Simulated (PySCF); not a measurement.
A geometry optimisation on 2-bromophenol, `Oc1ccccc1Br`.

Computed with PBE0-D3(BJ)/def2-SVP geometry optimisation, gas phase (PySCF 2.14.0). Start geometry: GFN2-xTB. A driver script takes a list of jobs; this job's settings line and coordinates (Å) are shown.

Input:
```
{"job": {"xc": "PBE0", "basis": "def2-SVP", "d3": "d3bj", "grid": 2, "kind": "geom"}, "charge": 0, "multiplicity": 1}
O      2.245762    -0.779666    -0.639501
C      0.999427    -0.387642    -0.313377
C     -0.082713    -1.143134    -0.762089
C     -1.376038    -0.775032    -0.449303
C     -1.622243     0.352429     0.317991
C     -0.563132     1.115890     0.774149
C      0.729090     0.743457     0.456233
Br     2.204860     1.799701     1.085919
H      2.898684    -0.168866    -0.261861
H      0.127126    -2.018262    -1.355823
H     -2.198704    -1.374159    -0.807564
H     -2.632601     0.639201     0.563660
H     -0.733906     1.996569     1.373837
```

Output:
```
step   0  E = -2879.85928108  max force = 0.014868
step   1  E = -2879.86051492  max force = 0.004193
step   2  E = -2879.86056655  max force = 0.001705
step   3  E = -2879.86058070  max force = 0.001443
step   4  E = -2879.86059852  max force = 0.000484
step   5  E = -2879.86059723  max force = 0.000512
step   6  E = -2879.86060040  max force = 0.000152
optimisation converged
```

Energies in Eh; «max force» is the largest Cartesian gradient component in Eh/bohr.

Give the first gradient maximum in eV/Å.

With 1 Eh/bohr = 51.422 eV/Å, 0.765 eV/Å.

Main results: final energy -2879.86060 Eh after 6 steps; dipole 0.72 D.

Give the final coordinates.

0.017 Å rms from the input after alignment:
```
atom  x, y, z in Å
O1     1.4337   -1.6731   -1.5591
C2     0.1950   -1.2810   -1.2386
C3    -0.8906   -2.0352   -1.7000
C4    -2.1931   -1.6638   -1.3910
C5    -2.4456   -0.5315   -0.6148
C6    -1.3792    0.2309   -0.1469
C7    -0.0760   -0.1451   -0.4586
Br8    1.3936    0.8742    0.1664
H9     2.0656   -1.0512   -1.1667
H10   -0.6755   -2.9176   -2.3058
H11   -3.0238   -2.2682   -1.7623
H12   -3.4690   -0.2395   -0.3721
H13   -1.5495    1.1206    0.4618
```

Estimate the wall time. Hardware: an Intel Xeon 6975P-C with one thread, shared host with 192 logical CPUs at a one-minute load of 88. And the peak memory of the process?

About 65 s, with 0.76 GiB resident at the peak, the Python interpreter and its libraries included.
Labels such as C1 count atoms from 1, the log's own numbers from 0.
